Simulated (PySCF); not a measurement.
FH6NOSi2, SMILES N[Si@@H](O)[SiH2]F. Atoms are numbered in the order given.

```xyz
11

N     -1.6756    -1.1047     1.0413
Si    -1.0119     0.1508     0.0654
O     -0.4968     1.5533     0.8274
Si     1.0018    -0.5987    -0.8882
F      2.0761     0.5074    -0.2938
H     -1.1072    -1.6003     1.7218
H     -2.6413    -1.0524     1.3535
H     -2.1007     0.5236    -0.8779
H      0.4660     1.6461     0.8605
H      1.4552    -1.9458    -0.4239
H      1.0885    -0.5618    -2.3787
```

Geometry: r2SCAN-D4/def2-SVP. The structure was generated by enumeration; whether it is a known compound was not checked. The values are those of a single conformer.

The numbers are results of PBE/def2-TZVP (PySCF), not measurements.

Atomic charges (e):

```
atom      Löwdin  Mulliken
----  ----------  --------
N1         -0.25     -0.57
Si2   (withheld)      0.37
O3    (withheld)     -0.46
Si4         0.09      0.30
F5    (withheld)     -0.32
H6          0.16      0.23
H7          0.16      0.23
H8         -0.03     -0.04
H9    (withheld)      0.32
H10        -0.04     -0.03
H11        -0.04     -0.03
```

Question: Complete the blanks. (An estimate is asked for; the answer gives what the named calculation found.)

Answer: 
- Si2, Löwdin: -0.08
- O3, Löwdin: -0.11
- F5, Löwdin: -0.04
- H9, Löwdin: 0.17

Computed Mayer and Wiberg (Löwdin basis) orders of the bonds:
| bond | Mayer | Wiberg |
|---|---|---|
| N1–Si2 | 1.21 | 1.59 |
| Si2–O3 | 1.22 | 1.67 |
| Si2–Si4 | 0.91 | 1.03 |
| Si4–F5 | 1.05 | 1.66 |
| N1–H6 | 0.91 | 0.95 |
| N1–H7 | 0.91 | 0.95 |
| Si2–H8 | 0.92 | 0.90 |
| O3–H9 | 0.87 | 1.01 |
| Si4–H10 | 0.92 | 0.95 |
| Si4–H11 | 0.92 | 0.95 |
